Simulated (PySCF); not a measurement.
SiH2FBr, SMILES F[SiH2]Br. Geometry optimised at PBE0-D3(BJ)/def2-TZVP.

Computed equilibrium geometry at PBE0-D3(BJ)/def2-TZVP (PySCF confirms it by a frequency run) as Cartesian coordinates in Å, and its point group:
point group Cs.
```xyz
5

Si     0.5179     1.0909     0.0000
F     -0.7893     1.9964     0.0000
Br    -0.0771    -1.0280     0.0000
H      1.2764     1.3707     1.2339
H      1.2764     1.3707    -1.2339
```
Charge 0, spin multiplicity 1.
